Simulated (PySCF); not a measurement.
## Gd³⁺: ionisation energy

Gd³⁺ [Xe] 4f7 [4f5/2^6 4f7/2^1, M_J = 7/2] → Gd⁴⁺ [Xe] 4f6 [4f5/2^6, M_J = 0], as a difference of total energies. Computed with PySCF 2.14 in x2c-TZVPPall-2c (11s11p10d4f2g, 140 functions), with the two-component X2C-1e Hamiltonian. Correlated levels: [Ar] 3d10 frozen; the 18 highest virtual spinors dropped. "Screened" scales the spin-orbit matrix elements by Boettger's factors to mimic the two-electron term; Breit and QED terms are absent.

```csv
method,ionisation energy (eV)
GHF (spin-free),42.807
GMP2 (spin-free),44.907
GHF (screened spin-orbit),42.352
GMP2 (screened spin-orbit),44.445
```

Question: How much does correlation contribute at GMP2 (screened spin-orbit)?

Answer: 44.445 − (42.352) = 2.093 eV, measured against GHF (screened spin-orbit).

The spin-free rows relax to the high-spin LS determinant and lack the spin-orbit shift.

The labels give the starting determinants; with spin-orbit coupling the two ends relaxed to ⟨J²⟩ = 15.76, ⟨L²⟩ = 0.11, ⟨S²⟩ = 15.68 and ⟨J²⟩ = 5.35, ⟨L²⟩ = 11.83, ⟨S²⟩ = 11.82.

The determinant of Gd⁴⁺ mixes levels of different J (the jj label is only the starting occupation), so the difference between spin-free and spin-orbit rows is not the physical spin-orbit shift.

For comparison: 44.44 ± 0.08 eV (semi-empirical (NIST evaluation); NIST Atomic Spectra Database, ionization energies).
